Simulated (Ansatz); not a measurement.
```xyz
11

Zn   -1.237   -1.278    0.827
C    -0.951    0.622    0.367
C     0.516    0.688    0.102
C     1.126   -0.081   -0.977
O     1.238   -0.546    0.362
H    -1.547   -2.742    1.204
H    -1.536    0.955   -0.495
H    -1.230    1.257    1.212
H     1.074    1.554    0.451
H     0.487   -0.676   -1.627
H     2.059    0.248   -1.427
```

Charge 0, multiplicity 1.

(1) List the ωB97M-V/def2-TZVPP orbital energies in eV (Ansatz 0.2.0). (Estimate.)

Answers

(1) Ansatz gave: Occupied: -9464.93, -1156.17, -1016.62, -1016.60, -1016.52, -526.60, -283.06, -282.93, -280.90, -135.99, -91.37, -91.34, -91.19, -32.88, -23.32, -21.43, -19.30, -17.26, -16.86, -16.66, -16.63, -16.62, -16.44, -15.58, -13.89, -13.69, -13.00, -11.55, -11.16, -10.44, -9.46. Lowest empty: 1.07, 1.37, 2.17, 3.05, 3.45, 3.82, 3.91, 4.57.
